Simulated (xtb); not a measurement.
xtb input:

```bash
xtb mol.xyz --gfn 2 --sp --chrg 0 --uhf 0
```
mol.xyz:
```
3

Ge    -0.00240866    -0.00173413     1.02787132
Br     1.02520451    -1.51961699    -0.47004929
Br    -1.02300231     1.52120248    -0.46971877
```

Question: Which total energy does the run end on?

Answer: -10.23573 Eh (GFN2-xTB).
